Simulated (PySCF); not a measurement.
C₂H₆Al₂Cl₂.
SMILES: `C=[CH][AlH-]1[Cl+][AlH2-][Cl+]1`

The closed-shell SCF was solved with PySCF and density fitting under several settings on one GFN2-xTB geometry (grid level 2 and gas phase unless stated).

```
                                settings  basis functions  SCF cycles      E (Eh)  HOMO (eV)  LUMO (eV)  dipole (D)
PBE0/MINI, IEF-PCM benzene, grid level 1               52           8  -1476.6512      -9.49      -2.03        1.06
                PBE0/6-31G, grid level 1               82           9  -1484.3767      -8.15      -0.96        1.25
```

Question: Estimate the row for these settings: WP04/6-311+G(2d,p), IEF-PCM chloroform, energy threshold 1e-11 Eh.

Answer: 
```csv
settings,basis functions,SCF cycles,E (Eh),HOMO (eV),LUMO (eV),dipole (D)
"WP04/6-311+G(2d,p), IEF-PCM chloroform, energy threshold 1e-11 Eh",230,11,-1501.5771,-8.86,-2.47,1.05
```

Question: Over all rows, what range does the HOMO–LUMO gap span?

Answer: From 6.39 eV (WP04/6-311+G(2d,p), IEF-PCM chloroform, energy threshold 1e-11 Eh) to 7.46 eV (PBE0/MINI, IEF-PCM benzene, grid level 1). The functional of the narrowest has 12 % exact exchange, that of the widest 25 % exact exchange.

Question: And the dipole moment?

Answer: From 1.05 D (WP04/6-311+G(2d,p), IEF-PCM chloroform, energy threshold 1e-11 Eh) to 1.25 D (PBE0/6-31G, grid level 1); the largest is 1.19 times the smallest, and the median is 1.06 D.

Whole jobs, the steps after the SCF included, on one thread, AMD EPYC 7R43 (x86_64), shared host:

| settings | work after the SCF | wall time | peak memory |
| --- | --- | --- | --- |
| PBE0/MINI, IEF-PCM benzene, grid level 1 | 6 singlets by TDA, 2 Tamm–Dancoff triplets, polarisability | 4.7 s | 0.45 GiB |
| PBE0/6-31G, grid level 1 | 6 singlets by TDA, 2 Tamm–Dancoff triplets, polarisability | 6.0 s | 0.39 GiB |
| WP04/6-311+G(2d,p), IEF-PCM chloroform, energy threshold 1e-11 Eh | 1 singlet by TDA, 5 Tamm–Dancoff triplets, polarisability | 29 s | 1.0 GiB |

All basis functions are spherical, in the Pople sets too. WP04 was designed for NMR shieldings or shifts; total energies of different functionals aren't comparable. One conformer (not necessarily the lowest) at the GFN2-xTB geometry, without vibrations or thermal averaging.

Conformer computed: `[CH2:1]=[CH:2][AlH-:3]1[Cl+:4][AlH2-:5][Cl+:6]1`: C1–C2–Al3–Cl4 131°.
